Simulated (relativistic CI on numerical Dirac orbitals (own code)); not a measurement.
## What each ingredient does to the levels of Ag29+

Base calculation: Dirac-Coulomb-Breit CI, orbitals from a KLI potential per configuration, model QED, unscaled Slater integrals.

CI space (outside the closed core [Ne]): 3s²3p⁶, 3s²3p⁵3d, 3s3p⁶3d, 3s²3p⁵4s, 3s²3p⁵4p, 3s²3p⁵4d, 3s3p⁶4s, 3p⁶3d4p, 3s²3p⁵4f, 3s3p⁶4p, 3s3p⁶4d, 3s3p⁶4f, 3s²3p⁵5s, 3s²3p⁵5p, 3s²3p⁵5d, 3s²3p⁵5f, 3s²3p⁵5g, 3s3p⁶5s, 3s3p⁶5p, 3s3p⁶5d, 3s²3p⁵6s, 3s3p⁶5f, 3p⁶3d², 3p⁵3d³, 3p⁵3d²4s, 3p⁵3d²4p, 3p⁵3d²4d, 3p⁶3d4s, 3p⁵3d4s², 3p⁵3d4s4p, 3p⁵3d4s4d. Double excitations out of closed p, d and f shells are left out; levels of such configurations are missing from the list, as are those of other unlisted configurations, and high levels can miss mixing partners. These lack a partner that the ground configuration has and come out too high: 3s²3p⁵4f, 3s²3p⁵5s, 3s²3p⁵5p, 3s²3p⁵5d, 3s²3p⁵5f.

Variants: (1) non-relativistic limit. Shifts of the energy above 3s²3p⁶ ¹S0, in eV, for the lowest level and the first level of each name with at least 55 % of one term (blank where a level changes its place among those of its configuration and J or its character, or is not in the variant):

```tsv
Level	Base	Δ(1)
3s²3p⁶ ¹S0	0.000	0.000
3s²3p⁵3d ³P°0	129.531	-2.486
3s²3p⁵3d ³P°1	133.332	-6.287
3s²3p⁵3d ³F°3	138.568	-6.331
3s²3p⁵3d ³F°4	143.039	-10.803
3s²3p⁵3d ³D°3	152.893	-10.854
3s²3p⁵3d ³D°1	163.854	-21.816
3s²3p⁵3d ³F°2	176.598	
3s²3p⁵3d ¹P°1	208.017	-28.097
3s3p⁶3d ³D1	287.764	-48.305
3s3p⁶3d ³D2	289.948	-50.489
3s3p⁶3d ³D3	296.224	-56.765
3s3p⁶3d ¹D2	306.142	-55.249
3p⁶3d² ³F2	584.829	-98.295
```

At this charge energies of transitions that change n are usually good to better than 1 %, and those within a shell (Δn = 0) to a few per cent.

Ionisation energy from the two ground configurations alone: base 1747.06 eV. The NIST ASD value (semi-empirical) is 1747 eV.

LS names give the leading component of a level, which can be under half, so a name can repeat, a term be missing and a line seem to break the LS rules.
